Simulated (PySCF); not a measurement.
NICS in isomers of C7H9NS.

NICS is the negative of the GIAO shielding at a point without a nucleus: at the ring centre (0) and 1 Å above and below it (1); zz is the component along the ring normal. Level: GIAO PBE0/pcSseg-1 (PySCF, non-relativistic, gas phase) on the GFN2-xTB geometries, one conformer each. Atom numbers follow the mapped SMILES.

Question: Order these rings by mean NICS(1)zz, lowest (most negative) first (ppm).
A. ring C4–C5–C6–N7–C8–C9 in `[SH:1][CH2:2][CH2:3][c:4]1[cH:5][cH:6][n:7][cH:8][cH:9]1`
B. ring C7–C8–C9 in `[CH2:1]=[C:2]([C:3]#[N:4])[S:5][CH2:6][CH:7]1[CH2:8][CH2:9]1`
C. ring C2–C6–C7–C8 in `[CH3:1][C@:2]1([CH2:3][C:4]#[N:5])[CH2:6][CH2:7][C:8]1=[S:9]`
D. ring C3–C4–C5–C6–C7–C8 in `[CH3:1][NH:2][c:3]1[cH:4][cH:5][cH:6][cH:7][c:8]1[SH:9]`

Answer: A (-28.5), D (-24.4), B (-22.6), C (2.3).

```tsv
SMILES	ring	NICS(0)	NICS(1)	NICS(1)zz	HOMA	rms pucker (Å)	ring atoms with four or more neighbours
SCCc1ccncc1	6-membered ring with N; formal bonds all aromatic	-7.4	-11.2	-28.5	0.99	0.00	0
CNc1ccccc1S	6-membered carbocycle; formal bonds all aromatic	-8.7	-10.3	-24.4	0.98	0.00	0
C=C(C#N)SCC1CC1	3-membered carbocycle; formal bonds all single	-44.1	-8.5	-22.6	–	0.00	3
C[C@]1(CC#N)CCC1=S	4-membered carbocycle; formal bonds all single	11.2	-0.3	2.3	–	0.02	3
```

NICS(0) gives another order. The isotropic NICS(1) gives the same order. HOMA uses Krygowski's 1993 parameters; it is left out where a ring has a four-coordinate atom, a triple bond, no multiple bond or a kind of bond without parameters. NICS(1) and NICS(1)zz are means over the two faces.
